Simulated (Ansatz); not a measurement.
Start from `N[SiH2][CH2][GeH2][NH2]` and change one atom or group to get `[NH2][GeH2][CH2]F`.

Ansatz, PBE0-D4/def2-TZVP geometries, multiplicity 1. Each molecule was computed in one conformer, which needn't be the lowest.

Scalar relativity is left out up to krypton.

```
                                      property  `N[SiH2][CH2][GeH2][NH2]`
         HOMO energy (ωB97M-V/def2-TZVPP) / eV                      -9.42
size of the dipole moment (PBE/def2-TZVPP) / D                       1.24
           HOMO energy (B3LYP/def2-TZVPP) / eV                      -6.82
          HOMO–LUMO gap (PBE0/def2-TZVPP) / eV                       7.53
            LUMO energy (PBE0/def2-TZVPP) / eV                       0.47
             HOMO energy (PBE/def2-TZVPP) / eV                      -5.64
```

Give the same properties after the change, and the shifts. (An estimate is asked.)

Computed: 
| property | `[NH2][GeH2][CH2]F` | shift |
| --- | --- | --- |
| HOMO energy (ωB97M-V/def2-TZVPP) / eV | -9.56 | -0.14 |
| size of the dipole moment (PBE/def2-TZVPP) / D | 1.29 | 0.05 |
| HOMO energy (B3LYP/def2-TZVPP) / eV | -7.01 | -0.19 |
| HOMO–LUMO gap (PBE0/def2-TZVPP) / eV | 7.72 | 0.19 |
| LUMO energy (PBE0/def2-TZVPP) / eV | 0.48 | 0.01 |
| HOMO energy (PBE/def2-TZVPP) / eV | -5.81 | -0.17 |

Dipoles are sizes alone; their direction can turn.

B3LYP here is the variant with VWN-RPA as its local correlation; programs differ in this.
